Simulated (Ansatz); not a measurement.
Reaction (ligand exchange at the Al–Br bond): `C[O][Al]([F])[Br]` + H₂S → `C[O][Al]([F])[SH]` + HBr

Gas-phase electronic energies from Ansatz, PBE0-D4/def2-TZVP geometries. CBS: MP2 limit from def2 TZ/QZ plus the TZ coupled-cluster correction, frozen cores. This one scheme is used for every species. Functionals use def2-TZVPP. B3LYP here is the variant with VWN-RPA as its local correlation; programs differ in this. For Br outer-core shells are correlated without core-valence functions, which leaves a few kJ/mol of doubt a bond. Scalar relativity is left out up to krypton. One conformer a species, not always the lowest.

Question: Is it downhill or uphill in electronic energy at CCSD(T)/CBS, and by how much? (Estimate.)

Answer: Ansatz gave: Uphill: ΔE = +47.6 kJ/mol.

Question: What do these levels give: ωB97X-V, B2PLYP, PBE, r2SCAN, B3LYP, MP2/def2-TZVPP, SCS-MP2/def2-TZVPP, CCSD/def2-TZVPP, HF/def2-QZVPP, MP2/def2-QZVPP, SCS-MP2/def2-QZVPP, CCSD/CBS(def2)? (An estimate is asked.)

Answer: Ansatz gave: ωB97X-V 45.6, B2PLYP 45.6, PBE 39.5, r2SCAN 44.5, B3LYP 44.0, MP2/def2-TZVPP 47.3, SCS-MP2/def2-TZVPP 47.7, CCSD/def2-TZVPP 47.1, HF/def2-QZVPP 55.5, MP2/def2-QZVPP 48.6, SCS-MP2/def2-QZVPP 48.7, CCSD/CBS(def2) 49.1 kJ/mol.

Largest T1 diagnostic among the species: 0.012.

From PBE to PBE0 (25 % exact exchange), in def2-TZVPP and without D4, ΔE moves by +3.5 kJ/mol. In def2-TZVPP, CCSD(T) changes the Hartree–Fock value by −9.5 kJ/mol (the triples alone add −1.5 kJ/mol) and MP2 by −7.8 kJ/mol.
